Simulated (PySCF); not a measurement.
The numbers below are computed, except where a source is named.
**How neighbours change a Si atom**

Gas-phase molecules (doublets), one conformer each, optimised by PBE0-D3(BJ)/def2-SVP. No frequency run checks that these structures are minima. EPR values by unrestricted B3LYP.

(1) Order these by the spin on Si, lowest first.
A. Cl[Si](Cl)Cl (Si bonded to 3 Cl)
B. [SiH3][Si]([SiH3])[SiH3] (Si bonded to 3 Si)
C. [SiH3][Si](Cl)Cl (Si bonded to 2 Cl + 1 Si)
D. [SiH3][Si]([SiH3])Cl (Si bonded to 1 Cl + 2 Si)

(2) Give the other values.

## Answers

(1) C (0.7), A (0.71), D (0.82), B (0.97).

(2) 
```csv
structure (SMILES),Si bonded to,spin on Si,isotropic coupling of Si (MHz),g tensor
[SiH3][Si](Cl)Cl,2 Cl + 1 Si,0.70,-692,"2.0022, 2.0089, 2.0118"
[SiH3][Si]([SiH3])[SiH3],3 Si,0.97,-253,"2.0019, 2.0073, 2.0073"
[SiH3][Si]([SiH3])Cl,1 Cl + 2 Si,0.82,-430,"2.0021, 2.0105, 2.0112"
Cl[Si](Cl)Cl,3 Cl,0.71,-1238,"2.0034, 2.0063, 2.0063"
```
